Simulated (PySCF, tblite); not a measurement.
CH12O2Si5.
Geometry (GFN2-xTB, Å), atoms numbered from 1 in this order:
```xyz
20
CH12O2Si5 angstrom
O      3.0116    1.1753    0.7381
Si     2.4533    0.5770   -0.6760
Si     0.2602    0.3021    0.0300
Si    -0.0956    1.4997    2.0228
Si    -0.3857   -1.9484    0.2887
C     -2.0507   -1.8140   -0.6733
O     -2.0169   -0.8373   -1.6865
Si    -1.4066    0.6636   -1.5826
H      3.9229    1.4277    0.8589
H      3.2533   -0.6037   -1.0310
H      2.7369    1.5531   -1.7390
H      0.2497    2.9181    1.8923
H      0.6905    0.9822    3.1450
H     -1.4967    1.4623    2.4645
H      0.4012   -2.9959   -0.3816
H     -0.7577   -2.5306    1.5869
H     -2.3165   -2.7561   -1.1579
H     -2.8653   -1.5716    0.0198
H     -2.4533    1.5929   -1.1277
H     -1.1396    0.9140   -2.9945
```

Computed, not measured: PBE0/pcSseg-1 in PySCF (dipole) on a GFN2-xTB geometry, gas phase.

Masses are those of the commonest isotopes; rigid-rotor values at the optimised geometry. The values belong to one conformer with, in the numbering `[OH:1][SiH2:2][Si@:3]1([SiH3:4])[SiH2:5][CH2:6][O:7][SiH2:8]1`, H–O1–Si2–Si3 180°, O1–Si2–Si3–Si4 15°, Si2–Si3–Si5–C6 -132°, Si3–Si5–C6–O7 30°, Si5–C6–O7–Si8 -44°, C6–O7–Si8–Si3 29°.

Problem. Give the principal moments of inertia and the rotational constants in GHz.

Solution. Ia = 461.93, Ib = 898.38, Ic = 949.35 u·Å²; 505379 MHz·u·Å²/I gives 1094, 562.5 and 532.3 MHz, that is A = 1.0941, B = 0.5625, C = 0.5323 GHz.

Problem. Classify the top.

Solution. An asymmetric top. Ray's parameter κ = (2B − A − C)/(A − C) = -0.892; −1 is the prolate and +1 the oblate limit.

Problem. Is it planar, by Δ = Ic − Ia − Ib?

Solution. Not planar: Δ = Ic − Ia − Ib = -410.96 u·Å². For a rigid frame Δ = −2 Σ m c², so Σ m c² = 205.48 u·Å² lies off the ab plane: 33.70 from hydrogen and 171.78 from heavier atoms. The atom farthest from that plane is 2.78 Å away.

Problem. Give the other two planar moments, Paa and Pbb, and the rms extents of the mass along the axes.

Solution. Paa = Σ m a² = (Ib + Ic − Ia)/2 = 692.90 and Pbb = Σ m b² = (Ia + Ic − Ib)/2 = 256.45 u·Å². With the mass M = 195.97 u, the rms extents √(P/M) along a, b and c are 1.88, 1.14, 1.02 Å.

Problem. List the rotational levels J(Ka,Kc) to J = 5 (K).

Solution. Above 0(0,0), as E/k:
J = 1: 1(0,1) 0.053, 1(1,1) 0.078, 1(1,0) 0.080
J = 2: 2(0,2) 0.158, 2(1,2) 0.182, 2(1,1) 0.186, 2(2,1) 0.263, 2(2,0) 0.263
J = 3: 3(0,3) 0.315, 3(1,3) 0.337, 3(1,2) 0.346, 3(2,2) 0.420, 3(2,1) 0.421, 3(3,1) 0.551, 3(3,0) 0.551
J = 4: 4(0,4) 0.525, 4(1,4) 0.544, 4(1,3) 0.559, 4(2,3) 0.630, 4(2,2) 0.631, 4(3,2) 0.762, 4(3,1) 0.762, 4(4,1) 0.945, 4(4,0) 0.945
J = 5: 5(0,5) 0.786, 5(1,5) 0.803, 5(1,4) 0.825, 5(2,4) 0.893, 5(2,3) 0.895, 5(3,3) 1.025, 5(3,2) 1.025, 5(4,2) 1.208, 5(4,1) 1.208, 5(5,1) 1.444, 5(5,0) 1.444

Problem. Which lines would a microwave search look for?

Solution. The dipole components are |μa| = 1.76 D, |μb| = 0.59 D, |μc| = 0.60 D. Intensities carry the squares of the components, which stand as 1.00 : 0.11 : 0.12 (a : b : c). Some lines, for components of 0.1 D or more:

```tsv
type	branch	J(Ka,Kc)	MHz	lower level (cm⁻¹)
a	Q	4(1,3) ← 4(1,4)	302	0.378
b	Q	2(1,1) ← 2(0,2)	593	0.110
c	Q	3(2,2) ← 3(1,2)	1550	0.240
b	Q	3(2,2) ← 3(1,3)	1731	0.234
b	R	3(1,2) ← 2(2,1)	1735	0.182
c	Q	4(3,2) ← 4(2,2)	2719	0.439
b	Q	4(3,1) ← 4(2,2)	2719	0.439
c	R	2(2,1) ← 1(1,1)	3845	0.054
b	R	4(0,4) ← 3(1,3)	3906	0.234
a	R	4(2,3) ← 3(2,2)	4379	0.292
b	R	4(2,3) ← 3(1,2)	5929	0.240
b	R	3(3,1) ← 2(2,0)	6017	0.183
b	R	4(2,2) ← 3(1,3)	6128	0.234
c	R	4(3,1) ← 3(2,1)	7110	0.292
c	R	4(4,0) ← 3(3,0)	8206	0.383
```

Problem. Estimate the classical rotational partition function at 25 K, 100 K and 200 K.

Solution. Point group C1, symmetry number σ = 1; q = (√π/σ)·√((kT/h)³/(ABC)), k/h = 20836.6 MHz/K: 36800 at 25 K, 295000 at 100 K, 833000 at 200 K.

Its GFN2-xTB frequencies are all real (lowest 18 cm⁻¹). Zero-point vibration and centrifugal distortion are left out. A rigid rotor knows nothing of internal rotation, which can split or shift real lines.
